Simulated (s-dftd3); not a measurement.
IZn (SMILES [Zn+][I]), charge +1, singlet, geometry from GFN2-xTB (such geometries of metal compounds can be far from the true shape); s-dftd3 with D3(zero) for hf.

s-dftd3 was given this input:
```
$ s-dftd3 mol.xyz --zero hf --json dftd3.json --noedisp --grad

# file mol.xyz
2

Zn    -0.00000000    -0.00000000    -1.52043851
I      0.00000000     0.00000000     0.86062557
```

Q: What does s-dftd3 print? Leave out banner, timings and long lists.

A: 
```
-----------------------------------
 s i m p l e   D F T - D 3  v1.4.0
-----------------------------------

Zero (Chai-Head-Gordon) damping: hf-D3(0)
--------------------
  s6         1.0000
  s8         1.7460
  s9         0.0000
 rs6         1.1580
 rs8         1.0000
 alp        14.0000
--------------------

Dispersion energy:      -6.7660419562536E-05 Eh

Gradient norm:           1.7236452995395E-04 Eh/a0
--------------------------------------------------
     #    Z           dE/dx      dE/dy      dE/dz
--------------------------------------------------
     1   30 Zn    0.000E+00  0.000E+00  1.219E-04
     2   53 I     0.000E+00  0.000E+00 -1.219E-04
--------------------------------------------------

Virial:
--------------------------------------------------
      component           x          y          z
--------------------------------------------------
          x       0.000E+00  0.000E+00  0.000E+00
          y       0.000E+00  0.000E+00  0.000E+00
          z       0.000E+00  0.000E+00 -5.484E-04
--------------------------------------------------

[Info] JSON dump of results written to 'dftd3.json'
```
